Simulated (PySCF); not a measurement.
All values below come from B3LYP-D3(BJ)/def2-TZVP // PBE0-D4/def2-TZVP run with PySCF 2.14.0. All species are isolated molecules in the gas phase. B3LYP has the VWN-RPA correlation part, as in Gaussian. 

Reference species (SMILES): `[CH3][AlH][CH3]` (neutral, multiplicity 1).

```json
{
 "dipole_moment": "0.65 D"
}
```

Changed species: `[CH3][AlH2]` (whole molecule; the reference has whole molecule).

Question: Give the shifts of the dipole moment.

Answer: the dipole moment rises by 0.08 D, to 0.73 D.
